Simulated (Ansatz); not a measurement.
Total energies of `[H]/C=C/c1ccc(/C=C/c2ccc(/C=C/c3ccc(/C=C/c4ccc(/C=C/c5ccc(/C=C/c6ccccc6)cc5)cc4)cc3)cc2)cc1` from Ansatz at PBE0-D4/def2-SVP, gas phase (1 Eh = 27.2114 eV = 2625.5 kJ/mol). The reference geometry is relaxed at PBE-D4/def2-SVP.

```tsv
state	geometry	energy (Eh)
charge 0 singlet	reference	-1848.53706
charge 1 doublet	reference	-1848.31391
charge -1 doublet	reference	-1848.60328
free H atom (doublet)	–	-0.50029
free C atom (triplet)	–	-37.76066
```

Single mean-field runs in def2-SVP are fitted with def2-universal-jkfit.

(1) Work out the vertical ionisation energy to the doublet.

(2) Work out the vertical electron affinity, to the doublet.

(3) Give the fundamental gap IE − EA, the Mulliken electronegativity (IE + EA)/2 and the hardness (IE − EA)/2.

(4) What is the binding energy per atom against free atoms?

(1) E(charge 1 doublet) − E(charge 0 singlet) = -1848.31391 − (-1848.53706) = 0.22315 Eh = 6.07 eV. For comparison, −ε of the highest occupied level is 5.29 eV at this level, 0.78 eV less.

(2) E(charge 0 singlet) − E(charge -1 doublet) = -1848.53706 − (-1848.60328) = 0.06622 Eh = 1.80 eV. The basis lacks diffuse functions, which makes affinities too small.

(3) From the values in Eh: IE − EA = 0.22315 − 0.06622 = 0.15693 Eh = 4.27 eV; (IE + EA)/2 = 3.94 eV; (IE − EA)/2 = 2.14 eV. The HOMO–LUMO gap of the same run is 2.81 eV, 1.46 eV smaller than the fundamental gap.

(4) Atoms: 38 × (-0.50029) + 48 × (-37.76066) = -1831.52270 Eh. Binding: -1831.52270 − (-1848.53706) = 17.01436 Eh = 462.98 eV, or 5.38 eV for each of 86 atoms (no zero-point energy, no counterpoise term).
